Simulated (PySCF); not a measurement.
## Electric field gradients and quadrupole coupling constants

Species: C₅H₆FNS.
Structure used (GFN2-xTB), in Å, numbered top down from 1:
```
atom  x, y, z in Å
C1    -1.4175    0.2817   -0.8787
C2    -1.1014    0.3186    0.6116
C3    -0.8995   -0.9870    1.1791
N4    -0.7400   -2.0249    1.6315
S5     0.3363    1.4194    0.9946
C6     1.7175    0.7039    0.2096
C7     1.8505   -0.5257   -0.2612
F8     3.0040   -0.8975   -0.8449
H9    -1.5686    1.2951   -1.2428
H10   -0.6062   -0.1731   -1.4419
H11   -2.3254   -0.2944   -1.0488
H12   -1.9154    0.8049    1.1611
H13    2.5367    1.4047    0.1521
H14    1.1284   -1.3260   -0.2434
```

Field gradients from the PBE0/pcSseg-1 density (PySCF, non-relativistic), principal values in atomic units, ordered |Vxx| ≤ |Vyy| ≤ |Vzz|:

```
atom     Vxx     Vyy      Vzz
  N4  0.4817  0.4934  -0.9750
  S5  0.4202  2.5532  -2.9734
```

Task: Find the asymmetry η = (Vxx − Vyy)/Vzz and the couplings χ = eQV/h (234.96 MHz × Q in barn × V in au), with Q(14N) = 0.02044 b, Q(33S) = −0.0678 b.

Result: 
```
atom       environment  nucleus     η  χzz (MHz)  χxx (MHz)  χyy (MHz)
  N4  nitrile nitrogen      14N  0.01     -4.683      2.313      2.370
  S5    sulfide sulfur      33S  0.72      47.37      -6.69     -40.67
```

The gradient is axial or nearly so (η below 0.05) at N4. 

Task: What is Vzz at N4 in SI units (1 au = 9.71736 × 10²¹ V/m²)?

Result: -0.9750 au = -9.475 × 10²¹ V/m².

Were the hydrogens deuterons (Q(2H) = 0.00286 b), χzz would run from 193 kHz (H12) to 220 kHz (H13).

The structure is a single GFN2-xTB conformer in the gas phase; no vibrational or solvent corrections. GFN2-xTB bond lengths can be off by several hundredths of an ångström, more for odd bonds, and the gradients follow them. With a basis this small, the couplings can be 20 % off.
